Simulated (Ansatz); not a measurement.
Consider the silylene formation by 1,1-elimination: `CO[Si](N)(O)O` → `CO[Si]N` + `OO`.

Gas-phase electronic energies from Ansatz, PBE0-D4/def2-TZVP geometries. CCSD(T)/CBS adds triple-zeta CCSD(T) − MP2 to the extrapolated MP2 energy (def2 sets, frozen cores). This one scheme is used for every species. DFT in def2-TZVPP. B3LYP here is the variant with VWN-RPA as its local correlation; programs differ in this. One conformer a species, not always the lowest.

| level | ΔE (kcal/mol) | difference from CCSD(T)/CBS |
| --- | --- | --- |
| PBE-D4 | 155.1 | -14.3 |
| r2SCAN-D4 | 168.8 | -0.6 |
| PBE0-D4 | 165.1 | -4.3 |
| B3LYP-D4 | 162.8 | -6.6 |
| ωB97X-V | 166.5 | -2.9 |
| ωB97M-V | 165.2 | -4.2 |
| B2PLYP | 165.4 | -4.0 |
| PBE | 152.7 | -16.7 |
| r2SCAN | 168.2 | -1.2 |
| PBE0 | 162.9 | -6.5 |
| B3LYP | 158.9 | -10.5 |
| HF/def2-TZVPP | 175.7 | 6.3 |
| MP2/def2-TZVPP | 174.9 | 5.5 |
| SCS-MP2/def2-TZVPP | 170.2 | 0.8 |
| CCSD/def2-TZVPP | 168.6 | -0.8 |
| CCSD(T)/def2-TZVPP | 166.8 | -2.6 |
| HF/def2-QZVPP | 176.4 | 7.0 |
| MP2/def2-QZVPP | 176.6 | 7.2 |
| SCS-MP2/def2-QZVPP | 172.2 | 2.8 |
| HF/CBS(def2) | 176.5 | 7.1 |
| MP2/CBS(def2) | 177.5 | 8.1 |
| CCSD/CBS(def2) | 171.3 | 1.9 |
| CCSD(T)/CBS | 169.4 | 0 |

Largest T1 diagnostic among the species: 0.013.

In def2-TZVPP, CCSD(T) changes the Hartree–Fock value by −8.9 kcal/mol (the triples alone add −1.8 kcal/mol) and MP2 by −0.8 kcal/mol. The D4 term adds +3.8 kcal/mol with B3LYP and +2.1 kcal/mol with PBE0; it sums over pairs of atoms, weighted by their polarisabilities, and B3LYP, whose exchange is more repulsive, gets the larger term.
